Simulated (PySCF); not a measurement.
F4Sb, charge +1, singlet, geometry from GFN2-xTB (all electrons, no relativity); PySCF with PBE0/STO-3G.

Here is a job for PySCF.
```python
from pyscf import gto, scf, dft

mol = gto.Mole()
mol.atom = '''
    Sb    0.000000    0.000000    0.000000
    F     1.787168   -0.303572   -0.627887
    F    -0.081558    0.810226    1.737023
    F    -0.735080    1.128017   -1.366602
    F    -0.970530   -1.634671    0.257466
'''
mol.basis = 'sto-3g'
mol.charge = 1
mol.spin = 0
mol.verbose = 4
mol.build()

mf = dft.RKS(mol)
mf.xc = 'pbe0'
mf.kernel()
mo_i, mo_e, stable_i, stable_e = mf.stability(internal=True, external=True, return_status=True, nroots=6, tol=1e-6)
print('internally stable:', stable_i, ' externally stable:', stable_e)
if not stable_e:
    umf = mf.to_uhf() if not hasattr(mf, 'xc') else mf.to_uks()
    umf.scf_summary = {}
    umf.kernel(umf.make_rdm1(mo_e, umf.mo_occ))
mf.analyze()
```

Task: What does PySCF print? Leave out banner, timings and long lists.

Result: 
```
PySCF version 2.14.0

[INPUT] verbose = 4
[INPUT] num. atoms = 5
[INPUT] num. electrons = 86
[INPUT] charge = 1
[INPUT] spin (= nelec alpha-beta = 2S) = 0
[INPUT] symmetry False subgroup None
[INPUT] Mole.unit = angstrom
[INPUT] Symbol           X                Y                Z      unit          X                Y                Z       unit  Magmom
[INPUT]  1 Sb     0.000000000000   0.000000000000   0.000000000000 AA    0.000000000000   0.000000000000   0.000000000000 Bohr   0.0
[INPUT]  2 F      1.787168000000  -0.303572000000  -0.627887000000 AA    3.377258058587  -0.573667939086  -1.186534467175 Bohr   0.0
[INPUT]  3 F     -0.081558000000   0.810226000000   1.737023000000 AA   -0.154122283267   1.531105239002   3.282497742070 Bohr   0.0
[INPUT]  4 F     -0.735080000000   1.128017000000  -1.366602000000 AA   -1.389099879645   2.131643193854  -2.582503501283 Bohr   0.0
[INPUT]  5 F     -0.970530000000  -1.634671000000   0.257466000000 AA   -1.834035895674  -3.089080493769   0.486540226387 Bohr   0.0

nuclear repulsion = 588.657155593508
number of shells = 23
number of NR pGTOs = 141
number of NR cGTOs = 47
basis = sto-3g
ecp = {}

******** <class 'pyscf.dft.rks.RKS'> ********
method = RKS
initial guess = minao
damping factor = 0
level_shift factor = 0
DIIS = <class 'pyscf.scf.diis.CDIIS'>
diis_start_cycle = 1
diis_space = 8
diis_damp = 0
SCF conv_tol = 1e-09
SCF conv_tol_grad = None
SCF max_cycles = 50
direct_scf = True
direct_scf_tol = 1e-13
XC library pyscf.dft.libxc version 7.1.2
    S. Lehtola, C. Steigemann, M. J. T. Oliveira, and M. A. L. Marques,  SoftwareX 7, 1–5 (2018)
XC functionals = pbe0
    C. Adamo and V. Barone,  J. Chem. Phys. 110, 6158 (1999)
    M. Ernzerhof and G. E. Scuseria,  J. Chem. Phys. 110, 5029 (1999)
radial grids:
    Treutler-Ahlrichs [JCP 102, 346 (1995); DOI:10.1063/1.469408] (M4) radial grids

becke partition: Becke, JCP 88, 2547 (1988); DOI:10.1063/1.454033
pruning grids: <function nwchem_prune>
grids dens level: 3
symmetrized grids: False
atomic radii adjust function: <function treutler_atomic_radii_adjust>
small_rho_cutoff = 0
Set gradient conv threshold to 3.16228e-05
Initial guess from minao.
tot grids = 79008
init E= -6628.39151908304
cycle= 1 E= -6646.00751879564  delta_E= -17.6  |g|= 0.448  |ddm|= 3.06
cycle= 2 E= -6646.01979733569  delta_E= -0.0123  |g|= 0.423  |ddm|=  1.7
cycle= 3 E= -6646.10873544946  delta_E= -0.0889  |g|= 0.0146  |ddm|= 0.862
cycle= 4 E= -6646.10885024681  delta_E= -0.000115  |g|= 0.000529  |ddm|= 0.0317
cycle= 5 E= -6646.10885068281  delta_E= -4.36e-07  |g|= 2.85e-05  |ddm|= 0.00308
cycle= 6 E= -6646.10885068358  delta_E= -7.77e-10  |g|= 2.07e-05  |ddm|= 0.000153
Extra cycle  E= -6646.10885068314  delta_E= 4.38e-10  |g|= 3.84e-05  |ddm|= 0.000104
converged SCF energy = -6646.10885068314
rhf_internal: lowest eigs of H = [0.79351819 0.79357423 0.7949234  0.80109666 0.8037742  0.87147962]
<class 'pyscf.dft.rks.RKS'> wavefunction is stable in the internal stability analysis
rhf_real2complex: lowest eigs of H = [0.16712448 0.16843624 0.17147576 0.17160028 0.17265826 0.17780252]
<class 'pyscf.dft.rks.RKS'> wavefunction is stable in the real -> complex stability analysis
rhf_external: lowest eigs of H = [0.11521996 0.11527638 0.11626808 0.12699951 0.12787796 0.12799144]
<class 'pyscf.dft.rks.RKS'> wavefunction is stable in the RHF/RKS -> UHF/UKS stability analysis
internally stable: True  externally stable: True
**** SCF Summaries ****
Total Energy =                       -6646.108850683143828
Nuclear Repulsion Energy =             588.657155593507809
One-electron Energy =               -10332.450366794710135
Two-electron Energy =                 3097.684360518058384
Two-electron Coulomb Energy =         3305.420648983869341
DFT Exchange-Correlation Energy =     -207.736288465810787
**** MO energy ****
MO #1   energy= -1064.16102000575  occ= 2
MO #2   energy= -157.473759904282  occ= 2
MO #3   energy= -149.911406450761  occ= 2
MO #4   energy= -149.911396161486  occ= 2
MO #5   energy= -149.911335407215  occ= 2
MO #6   energy= -30.0737782265541  occ= 2
MO #7   energy= -27.3603439280665  occ= 2
MO #8   energy= -27.3603106910953  occ= 2
MO #9   energy= -27.360106285231   occ= 2
MO #10  energy= -24.7034796398145  occ= 2
MO #11  energy= -24.7034292258815  occ= 2
MO #12  energy= -24.7033140632209  occ= 2
MO #13  energy= -24.7032972487138  occ= 2
MO #14  energy= -19.1671973304467  occ= 2
MO #15  energy= -19.1671577886631  occ= 2
MO #16  energy= -19.1670082840747  occ= 2
MO #17  energy= -19.1669798516426  occ= 2
MO #18  energy= -19.1668746173695  occ= 2
MO #19  energy= -5.11270902490993  occ= 2
MO #20  energy= -3.9434814315281   occ= 2
MO #21  energy= -3.94343990486509  occ= 2
MO #22  energy= -3.9431578572061   occ= 2
MO #23  energy= -1.40310295678379  occ= 2
MO #24  energy= -1.40235149427436  occ= 2
MO #25  energy= -1.39828564097643  occ= 2
MO #26  energy= -1.37453030885108  occ= 2
MO #27  energy= -1.3593085608272   occ= 2
MO #28  energy= -1.35648577089497  occ= 2
MO #29  energy= -1.31962878101459  occ= 2
MO #30  energy= -1.31276201200087  occ= 2
MO #31  energy= -1.31168968175238  occ= 2
MO #32  energy= -0.714509131168975 occ= 2
MO #33  energy= -0.619587345015388 occ= 2
MO #34  energy= -0.615946884546804 occ= 2
MO #35  energy= -0.615403981247008 occ= 2
MO #36  energy= -0.496697412880914 occ= 2
MO #37  energy= -0.496625894866795 occ= 2
MO #38  energy= -0.496493702821597 occ= 2
MO #39  energy= -0.496271354401502 occ= 2
MO #40  energy= -0.495375048601586 occ= 2
MO #41  energy= -0.494889252541016 occ= 2
MO #42  energy= -0.494429209081951 occ= 2
MO #43  energy= -0.494391526138198 occ= 2
MO #44  energy= -0.232670766764041 occ= 0
MO #45  energy= -0.140267692543037 occ= 0
MO #46  energy= -0.134022338134557 occ= 0
MO #47  energy= -0.0870120030637377 occ= 0
 ** Mulliken pop on meta-lowdin orthogonal AOs  **
 ** Mulliken pop  **
 ** Mulliken atomic charges  **
charge of    0Sb =      1.33249
charge of    1F =     -0.08312
charge of    2F =     -0.08309
charge of    3F =     -0.08314
charge of    4F =     -0.08314

WARN: System has nonzero charge 1; the dipole moment is origin-dependent.
Location of origin: [0. 0. 0.]

Dipole moment(X, Y, Z, Debye):  0.00017,  0.00011,  0.00029
```
